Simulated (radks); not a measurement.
Numerical settings for the selenium ion Se+, [Ar] 3d10 4s2 4p3. All-electron calculation, scalar-relativistic Kohn-Sham, PBE, spin-polarised, spherical densities, point nucleus; open shells are filled with parallel spins first. Program: a radial shooting solver on a logarithmic mesh with Libxc functionals. The defaults (mesh step 0.008 in ln r, mesh end at 40 bohr or more with all orbitals vanishing there, Anderson mixing 0.5 over 9 steps, residual threshold near 1e-9 with the energy settled to 1e-9 hartree or 1e-11 of itself, here a cap of 62 iterations) give E = -2429.6414 hartree and 4p at -16.404 eV in 15 iterations. Run on one thread of a shared host, so times are rough (Arm Neoverse V2): 0.17 s of CPU time, 0.17 s wall, 15 iterations on 2546 mesh points. Changes against that run (0 stands for a change within the tolerance of the run):

| setting | iterations | converged | E (mhartree) | e(4p) (meV) | CPU (s) |
|---|---|---|---|---|---|
| mesh step in ln r 0.03 | 15 | yes | +0.00019 | 0 | 0.05 |
| mesh step in ln r 0.02 | 15 | yes | 0 | 0 | 0.08 |
| mesh step in ln r 0.12 | 2 | no | diverged | - | 0.02 |
| mesh end (bohr) 20 | 15 | yes | 0 | 0 | 0.16 |
| mesh end (bohr) 8 | 15 | yes | +0.0793 | +4.94 | 0.16 |
| residual threshold 0.1 | 9 | yes | -0.000519 | -1.65 | 0.12 |
| residual threshold 1e-05 | 11 | yes | 0 | -0.023 | 0.14 |
| mixing 1.5 | 14 | yes | 0 | 0 | 0.16 |
| linear mixing, mixing 1 | 62 | no | +1.52e+05 | +1.34e+04 | 1.7 |
| linear mixing, mixing 0.2 | 62 | no | 0 | 0 | 0.57 |
| mixing history 20 | 20 | yes | 0 | 0 | 0.21 |
| iteration cap 2 | 2 | no | +781 | -1.11e+04 | 0.03 |

No run marked as converged misses the energy by more than 1 mhartree. A mesh that ends early acts as a hard wall.
